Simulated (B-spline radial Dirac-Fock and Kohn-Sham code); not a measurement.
## Two-hole binding energies of Ca⁶⁺

System: Ca⁶⁺ in the configuration [Ne] 3s2 3p2.

Input file task.json (cfg lists n, l and occupation; rrms is the nuclear radius in fm):

```json
{"items": [{
  "Z": 20,
  "q": 6,
  "cfg": [[1, 0, 2], [2, 0, 2], [2, 1, 6], [3, 0, 2], [3, 1, 2]],
  "A": 40,
  "rrms": 3.4776,
  "do": ["binding", "quiet", "double"]
}]}
```

Command: `python xray_run.py task.json out`

Model: ΔSCF Dirac-Fock with Breit, self-energy and vacuum polarisation, finite nucleus, configuration average. Program: a radial finite-basis atomic code. U is the two-hole binding energy less the two single-hole energies, the effective repulsion of the holes after relaxation. Each two-hole energy is an average over J within one jj subconfiguration.

```csv
holes,E(a) (eV),E(b) (eV),E(ab) (eV),U (eV)
1s⁻²,4167.8,4167.8,8626.0,290.5
1s⁻¹ 2p1/2⁻¹,4167.8,473.1,4725.3,84.4
1s⁻¹ 2p3/2⁻¹,4167.8,469.5,4720.8,83.5
2s⁻²,562.3,562.3,1183.7,59.1
2s⁻¹ 2p1/2⁻¹,562.3,473.1,1090.0,54.6
2s⁻¹ 2p3/2⁻¹,562.3,469.5,1086.3,54.5
2p1/2⁻²,473.1,473.1,1012.8,66.6
2p1/2⁻¹ 2p3/2⁻¹,473.1,469.5,?,?
2p3/2⁻²,469.5,469.5,1002.3,63.3
2p1/2⁻¹ 3s⁻¹,473.1,145.6,646.9,28.3
2p3/2⁻¹ 3s⁻¹,469.5,145.6,643.4,28.3
```

Task: Give the missing two-hole energy and U.

Result: E(ab) = 1004.9 eV and U = 62.3 eV.

Run: 17 s of CPU time on 1 thread of Neoverse-N1 (shared host), peak memory 0.32 GiB.

Values without a named source are computed, but for edge energies of neutral atoms, which are taken from tables.
